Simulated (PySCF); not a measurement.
NMR data simulated for an unnamed compound:

1H NMR (400 MHz, computed): δ 7.53 (m, 1H), 7.49 (m, 1H), 7.48 (m, 1H), 7.30 (m, 1H), 4.22 (s, 2H), 0.81 (br s, 2H).

13C{1H} NMR (computed): δ 170.2 (C), 138.8 (C), 133.0 (CH), 129.3 (CH), 129.0 (CH), 120.9 (CH), 44.9 (CH2).

PySCF 2.14 calculation with shieldings: GIAO PBE0/pcSseg-1 and coordinates at the GFN2-xTB level; no solvent model, non-relativistic Hamiltonian, averaged over atoms made equivalent by symmetry, fast rotation or ring inversion, a single conformation.

Scale: 1H (σ = 31.72 ppm), 13C (σ = 186.93 ppm) against TMS (reference shieldings calculated alike).

Q: Which of these does the molecule contain: a benzene ring, an aldehyde, an NH or NH2 group, a carboxylic acid, a three-membered ring?

A: 
- A benzene ring: yes.
- An aldehyde: no.
- An NH or NH2 group: yes (δH 0.81 (br s)).
- A carboxylic acid: no.
- A three-membered ring: no.

The data belong to SMILES c1cccc(CN)c1F, C7H8FN; they needn't prove each group on their own.

Carbon signals by region: 1 in the far downfield region (above 160 ppm), 5 in the sp2 and nitrile region (100–160 ppm), 1 below 50 ppm. Above 160 ppm: 170.2, aromatic carbon bearing fluorine.

OH/NH shifts are gas-phase values; hydrogen bonding in solution moves them, usually downfield. Splittings by 19F in the carbon and heteronuclear signals aren't shown, as no couplings were computed. Shifts are as computed. Against solution values, carbons near 30 ppm lie about +3 ppm off and those near 130 ppm about +5 ppm. Of 1211 compounds with measured shifts, 218 miss one by over three times the rms of a fit or turn the order of signals round; such compounds aren't used in these exercises. Multiplicities follow the n + 1 count of equivalent neighbours, as no J values were calculated; m marks all less simple cases, F and P coupling included.
